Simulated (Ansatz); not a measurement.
Sn₆S₁₂. The state is a singlet with charge 0. Geometry PBE-D4/def2-SVP.

```xyz
18

Sn    3.6838   -0.3694   -0.6670
Sn    2.4866    2.5501   -2.4278
Sn   -0.4170   -2.9121    2.0706
Sn   -3.8578   -1.5342    2.1209
Sn   -0.5027    0.2901    0.2302
Sn   -1.7786   -2.8525   -1.4344
S    -1.4649   -0.4990    2.4730
S    -4.3666   -0.2780   -0.0467
S     1.9227    0.3154    1.2989
S    -2.7092   -3.5685    0.8857
S     1.9800   -0.1452   -2.8071
S     0.2421    0.9106   -2.2014
S     0.4883   -2.1230   -0.2684
S    -2.6295   -0.2882   -1.1944
S    -0.8137    2.8128    0.6209
S     4.3652    2.0273   -0.8812
S     1.1728    3.3431    0.3515
S     2.1985    2.3206    1.8767
```

In the def2 sets Sn takes a core potential; there is no spin–orbit coupling. Single mean-field runs in def2-TZVP are fitted with def2-universal-jkfit. The structure comes from a short search, and lower isomers may exist.

Question: Estimate the orbital energies around the gap (eV) in Ansatz with PBE-D4/def2-TZVP, BLYP-D4/def2-TZVP, r2SCAN-D4/def2-TZVP, PBE0-D4/def2-SVP, PBE0-D4/def2-TZVP.

Answer: 
| orbital | PBE-D4/def2-TZVP | BLYP-D4/def2-TZVP | r2SCAN-D4/def2-TZVP | PBE0-D4/def2-SVP | PBE0-D4/def2-TZVP |
| --- | --- | --- | --- | --- | --- |
| HOMO−13 | -7.07 | -6.84 | -7.39 | -8.24 | -8.18 |
| HOMO−12 | -6.92 | -6.69 | -7.25 | -8.10 | -8.04 |
| HOMO−11 | -6.75 | -6.52 | -7.05 | -7.87 | -7.84 |
| HOMO−10 | -6.65 | -6.42 | -6.96 | -7.78 | -7.72 |
| HOMO−9 | -6.49 | -6.27 | -6.79 | -7.60 | -7.57 |
| HOMO−8 | -6.39 | -6.16 | -6.70 | -7.52 | -7.48 |
| HOMO−7 | -6.35 | -6.12 | -6.63 | -7.41 | -7.37 |
| HOMO−6 | -6.08 | -5.88 | -6.36 | -7.16 | -7.12 |
| HOMO−5 | -6.03 | -5.83 | -6.31 | -7.05 | -7.03 |
| HOMO−4 | -5.93 | -5.74 | -6.20 | -6.91 | -6.87 |
| HOMO−3 | -5.78 | -5.58 | -6.05 | -6.82 | -6.79 |
| HOMO−2 | -5.64 | -5.43 | -5.90 | -6.65 | -6.65 |
| HOMO−1 | -5.59 | -5.40 | -5.84 | -6.52 | -6.50 |
| HOMO | -5.41 | -5.21 | -5.67 | -6.38 | -6.35 |
| LUMO | -3.67 | -3.54 | -3.67 | -3.12 | -3.11 |
| LUMO+1 | -3.16 | -2.97 | -3.09 | -2.49 | -2.49 |
| LUMO+2 | -2.97 | -2.80 | -2.90 | -2.23 | -2.26 |
| LUMO+3 | -2.86 | -2.67 | -2.78 | -2.10 | -2.15 |
| LUMO+4 | -2.75 | -2.56 | -2.68 | -1.97 | -2.01 |
| LUMO+5 | -2.64 | -2.48 | -2.54 | -1.90 | -1.95 |
